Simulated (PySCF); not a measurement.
## `O=S(=O)([O-])c1cc(=S)cco1`: 4 charge schemes on one density

Species: C5H3O4S2 (charge -1).
Structure used (GFN2-xTB), in Å, numbered top down from 1:
```
atom  x, y, z in Å
O1     2.644   -1.241    1.184
S2     2.440   -0.518   -0.060
O3     2.577   -1.311   -1.269
O4     3.038    0.802   -0.114
C5     0.624   -0.169   -0.018
C6     0.083    1.067   -0.033
C7    -1.336    1.242    0.005
S8    -2.095    2.716   -0.011
C9    -2.081    0.017    0.060
C10   -1.438   -1.167    0.071
O11   -0.104   -1.288    0.033
H12    0.747    1.914   -0.075
H13   -3.159    0.062    0.092
H14   -1.939   -2.125    0.112
```

Density: PBE0/pcSseg-1 (PySCF); schemes: Mulliken, IAO, Hirshfeld and ESP-fitted. Isolated species at its GFN2-xTB geometry, gas phase. The pcSseg-1 basis has no diffuse functions, a weakness for an anion.

Q: Atoms with like bonding are taken together and averaged. Do the Mulliken, IAO, Hirshfeld and ESP-fitted schemes agree on where the charge is highest?

A: All schemes agree: Mulliken S2 (+1.304); IAO S2 (+2.227); Hirshfeld S2 (+0.433); ESP-fitted S2 (+1.104).

Q: For which atoms does the sign change between the 4 schemes (beyond +0.03 e in one, beyond −0.03 e in another)?

A: C5 and C7. Atomic charges aren't observables, and each scheme defines them in its own way.

Q: Tabulate the Mulliken, IAO, Hirshfeld and ESP-fitted charges.

A: In e; atoms taken as equivalent share a row and are averaged (×n: the atom named and its like, n in all):

| atom | environment | Mulliken | IAO | Hirshfeld | ESP-fitted |
| --- | --- | --- | --- | --- | --- |
| O1/O3/O4 | oxygen bonded to S | -0.607 | -0.944 | -0.398 | -0.617 |
| S2 | sulfonyl sulfur | +1.304 | +2.227 | +0.433 | +1.104 |
| C5 | unsaturated ring carbon | -0.064 | -0.022 | +0.064 | +0.162 |
| C6 | unsaturated ring CH carbon | -0.013 | -0.208 | -0.081 | -0.201 |
| C7 | thiocarbonyl carbon | -0.186 | -0.054 | +0.001 | +0.242 |
| S8 | thiocarbonyl sulfur | -0.245 | -0.299 | -0.310 | -0.444 |
| C9 | unsaturated ring CH carbon | -0.144 | -0.206 | -0.079 | -0.352 |
| C10 | unsaturated ring CH carbon | +0.255 | +0.065 | +0.050 | +0.238 |
| O11 | ring oxygen | -0.370 | -0.203 | -0.039 | -0.239 |
| H12 | hydrogen on C6 | +0.101 | +0.196 | +0.048 | +0.113 |
| H13 | hydrogen on C9 | +0.079 | +0.169 | +0.045 | +0.134 |
| H14 | hydrogen on C10 | +0.105 | +0.167 | +0.062 | +0.095 |

Mean size of the charges over all atoms: IAO 0.475 e, ESP-fitted 0.370 e, Mulliken 0.335 e, Hirshfeld 0.172 e. Each set sums to the total charge, -1, to within 0.001 e. The Mulliken scheme counts on each atom the diagonal of the density matrix times the overlap matrix over that atom's basis functions.

Q: How many electrons does the Hirshfeld scheme count on C9?

A: Z − q = 6 − (-0.079) = 6.079.

Q: How closely do the schemes follow one another over all atoms?

A: Correlation coefficient and root-mean-square difference: Mulliken with IAO 0.98, 0.310 e; Hirshfeld with ESP-fitted 0.96, 0.247 e; IAO with ESP-fitted 0.94, 0.358 e; Mulliken with ESP-fitted 0.93, 0.172 e; IAO with Hirshfeld 0.92, 0.550 e; Mulliken with Hirshfeld 0.90, 0.282 e.
